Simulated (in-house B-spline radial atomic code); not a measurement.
A fraction x of an electron is removed from 4d in Tb⁺, starting from [Xe] 4f9 6s1 and keeping the highest spin. Method: scalar-relativistic (X2C) r2SCAN0, spin-polarised, spherical fractional occupations, Fermi nucleus of rms radius 5.06 fm. Calculated with a radial B-spline atomic code at the basis-set limit.

Caution: exact exchange at fractional occupations of open shells leaves self-interaction of up to several eV.

| x | E(x) - E(0) (eV) | 4d down level (eV) |
| --- | --- | --- |
| 0 | 0.0000 | -157.129 |
| 0.12 | 18.9531 | -158.774 |
| 0.17 | ? | ? |
| 0.31 | 49.3819 | -161.562 |
| 0.47 | 75.4292 | -164.047 |
| 0.5 | 80.3577 | -164.525 |
| 0.62 | ? | ? |
| 0.71 | 115.2664 | -167.964 |
| 0.85 | 138.9469 | -170.339 |
| 0.97 | 159.5121 | -172.421 |
| 1 | 164.6927 | -172.948 |

What belongs in the row x = 0.17?

An energy change of 26.9096 eV; 4d down at -159.488 eV.

What belongs in the row x = 0.62?

An energy change of 100.2170 eV; 4d down at -166.471 eV.

Check Janak's theorem between x = 0.31 and 0.47.

The slope of the energy is 162.80 eV; the orbital levels give 162.80 eV (-ε of the emptying orbital, averaged over the two points).
